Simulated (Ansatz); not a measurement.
System: TiO$_{2}$ (charge 0, singlet). 
Geometry from a B3LYP-D3(BJ)/def2-TZVP (Ansatz, a quantum-chemistry and plane-wave program) optimisation:
```
Ti
O 1 1.6409
O 1 1.6409 2 111.96
```

Basis-set convergence of Hartree-Fock and CCSD(T) correlation energies (hartree) with Ansatz. Cores are frozen in the correlated levels unless marked. No spin-orbit coupling. The frozen core is the preceding noble-gas configuration, with the filled d and f shells of earlier blocks. No relativistic terms.

The T1 diagnostic of CCSD in the largest basis is 0.040, which is high, so the coupled-cluster rows are less sure than usual.

| basis | functions | E(HF) | E(corr, CCSD(T)) | rough core time |
|---|---|---|---|---|
| def2-SVP | 59 | -997.85837 | -0.57150 | under 20 s |
| def2-TZVPP | 126 | -998.17091 | -0.68776 | 26 s |
| def2-QZVPP | 207 | -998.19254 | -0.72687 | 90 s |

Extrapolating the two largest sets (X = 3 and 4) as X^-3: E(corr) = (64·(-0.72687) - 27·(-0.68776))/37 = -0.7554 Eh, an estimate of the basis-set limit. The largest set recovers 96.2 % of it, the smallest 75.7 %.
